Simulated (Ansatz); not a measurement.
Computed with Ansatz on PBE0-D4/def2-TZVP structures; ΔE is electronic, products minus reactants. CCSD(T)/CBS adds triple-zeta CCSD(T) − MP2 to the extrapolated MP2 energy (def2 sets, frozen cores). This one scheme is used for every species. Functionals use def2-TZVPP. For Ga outer-core shells are correlated without core-valence functions, which leaves a few kJ/mol of doubt a bond. Scalar relativity is left out up to krypton. Each species was taken in one conformer, which may not be the lowest.

Reaction (ligand exchange at a Ga–C bond): `C[Si](C)(C)[CH2][Ga]([F])[Cl]` + H₂S → `[F][Ga]([SH])[Cl]` + `C[Si](C)(C)C`

```json
{"level": "LDA (SPW92)", "ΔE (kJ/mol)": "-61.6"}
{"level": "CCSD(T)/def2-TZVPP", "ΔE (kJ/mol)": "-61.5"}
```

Task: What does CCSD(T)/CBS give? (Best estimate.)

Result: The calculation gave: -59.8 kJ/mol. The listed levels differ from it by -1.8, -1.7 kJ/mol.

Largest T1 diagnostic among the species: 0.013.

The D4 term adds +12.2 kJ/mol with B3LYP and +7.5 kJ/mol with PBE0; it sums over pairs of atoms, weighted by their polarisabilities, and B3LYP, whose exchange is more repulsive, gets the larger term. Leaving LDA and LC-ωPBE aside and taking each functional with its dispersion term where it has one, the values, not all of them listed here, spread over 10.2 kJ/mol, from B97M-V to BLYP-D4. LDA lies +10.3 kJ/mol from PBE without D4. In def2-TZVPP, CCSD(T) changes the Hartree–Fock value by +23.9 kJ/mol (the triples alone add +2.2 kJ/mol) and MP2 by +24.2 kJ/mol.

B3LYP here is the variant with VWN-RPA as its local correlation; programs differ in this.
